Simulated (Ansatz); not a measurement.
In(H2S)H3 (InH₅S). The state is a singlet with charge 0. Geometry r2SCAN-D4/def2-TZVP.

```xyz
7

In    0.479   -1.022    0.476
S    -0.037    1.521   -0.699
H    -0.953    1.054   -1.565
H    -0.980    1.861    0.197
H     1.369   -1.605   -0.883
H    -1.190   -1.449    0.638
H     1.312   -0.360    1.835
```

In the def2 sets In takes a core potential; there is no spin–orbit coupling.

Q: Estimate the orbital energies around the gap (eV) in Ansatz with revPBE-D4/def2-TZVP, r2SCAN-D4/def2-TZVP, B97M-V/def2-TZVP, CAM-B3LYP-D4/def2-TZVP, ωB97X-V/def2-TZVP.

A: 
```
orbital  revPBE-D4/def2-TZVP  r2SCAN-D4/def2-TZVP  B97M-V/def2-TZVP  CAM-B3LYP-D4/def2-TZVP  ωB97X-V/def2-TZVP
 HOMO−5               -12.11               -12.58            -12.66                  -15.02             -16.12
 HOMO−4               -10.57               -10.99            -11.00                  -13.65             -14.80
 HOMO−3                -9.89               -10.28            -10.29                  -12.78             -13.86
 HOMO−2                -7.51                -7.85             -7.96                  -10.09             -11.13
 HOMO−1                -6.45                -6.78             -6.86                   -9.05             -10.07
   HOMO                -6.41                -6.75             -6.82                   -9.01             -10.03
   LUMO                -1.41                -1.15             -1.29                    0.07               1.00
 LUMO+1                -1.30                -0.94             -1.27                    0.72               1.82
 LUMO+2                -0.59                -0.23             -0.49                    1.23               2.33
 LUMO+3                 0.40                 0.69              0.53                    1.89               2.61
 LUMO+4                 0.86                 1.63              0.90                    1.96               2.70
 LUMO+5                 0.96                 1.71              1.00                    2.28               3.40
```
